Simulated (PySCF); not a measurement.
## A small calculation by hand: oscillator strength and radiative lifetime

C4H2F2, SMILES F/C=C(\C#C)F.

The structure is a stationary point at PBE0-D3(BJ)/def2-SVP. The structure was generated by enumeration; whether it is a known compound was not checked.

PySCF 2.14.0 with TDA-PBE/def2-SVPD puts the first singlet state with f over 0.02 at 5.70 eV (vertical), with the transition dipole (-0.036, 1.409, 0.000) in atomic units.

**Question.** Find the oscillator strength, the wavelength and the radiative lifetime that this transition would have in vacuum if emission retraced absorption.

**Answer.** 
|μ|² = 1.9866 au, so |μ| = 3.58 D. ΔE = 5.70/27.211 = 0.2095 hartree. f = (2/3) ΔE |μ|² = 0.277 (the program prints 0.277).
λ = 1239.84/5.70 = 218 nm; ν = 45974 cm⁻¹.
Einstein's coefficient A = 0.6670 ν² f s⁻¹ (ν in cm⁻¹) = 3.9e8 s⁻¹, so τ = 1/A = 2.6 ns. This state is S3; the lower singlets have f = 0.000, 0.000. The figure is the radiative limit of this one transition; relaxation, internal conversion, crossing to triplets and a medium change what is measured.
